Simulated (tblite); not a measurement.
Species: C4H4N2O.
Numbering: `[OH:1][c:2]1[cH:3][cH:4][n:5][n:6][cH:7]1` (hydrogens: H8 on O1; H9 on C3; H10 on C4; H11 on C7)

Computed with GFN2-xTB (tblite), gas phase: L-BFGS steps from a force-field or distance-geometry start until the largest atomic force falls under 0.01 eV/Å.

Step 0: E = -556.8175 eV
```
atom  x, y, z in Å  |  force x, y, z in eV/Å
O1      1.9464    0.8456    0.0931   -0.582  -0.349  -0.073
C2      0.7208    0.2345    0.0076    1.710   0.514   0.167
C3     -0.3999    0.9926    0.2053   -1.001   0.793   0.036
C4     -1.6308    0.3656    0.1134   -0.125  -2.032  -0.174
N5     -1.7489   -0.9658   -0.1185    2.306   0.179  -0.217
N6     -0.6311   -1.7154   -0.3098   -0.583   2.556   0.608
C7      0.5835   -1.1177   -0.2389   -2.022  -1.453  -0.258
H8      2.6500    0.2012   -0.0500    0.028  -0.005  -0.006
H9     -0.3392    2.0553    0.4033    0.118  -0.131  -0.015
H10    -2.5683    0.8902    0.2597    0.169  -0.124  -0.061
H11     1.4229   -1.7834   -0.3914   -0.019   0.050  -0.008
```

Problem. Estimate the geometry and energy of step 1. (The exact step hangs on the optimiser's Hessian estimate; all steps are aligned on step 0, rigid shifts and turns removed.)

Solution. E = -557.0032 eV, largest force 0.866 eV/Å
```
atom  x, y, z in Å  |  force x, y, z in eV/Å
O1      1.9381    0.8406    0.0921    0.374  -0.049  -0.035
C2      0.7453    0.2418    0.0100   -0.841  -0.191   0.084
C3     -0.4142    1.0040    0.2059    0.250  -0.563  -0.226
C4     -1.6326    0.3366    0.1109    0.121   0.093   0.149
N5     -1.7160   -0.9632   -0.1216    0.072  -0.008  -0.096
N6     -0.6394   -1.6789   -0.3011   -0.209   0.157   0.090
C7      0.5547   -1.1385   -0.2426    0.264   0.651   0.090
H8      2.6504    0.2011   -0.0501   -0.004   0.050   0.005
H9     -0.3375    2.0534    0.4031   -0.003   0.236   0.053
H10    -2.5659    0.8884    0.2589    0.297  -0.396  -0.112
H11     1.4227   -1.7827   -0.3915   -0.322   0.021  -0.002
```

The energy changes by -0.1857 eV. The first-order estimate −F·Δx gives -0.4067 eV and the mean of the old and new forces, exact on a quadratic surface, -0.1796 eV. The step makes an angle of 0° with the force vector and moves no atom by more than 0.038 Å.

What follows is the cost of the whole relaxation. The run took under 0.1 s wall on one thread, Arm Neoverse V1 (aarch64), no GPU, shared host with 32 logical CPUs at a one-minute load of 19.
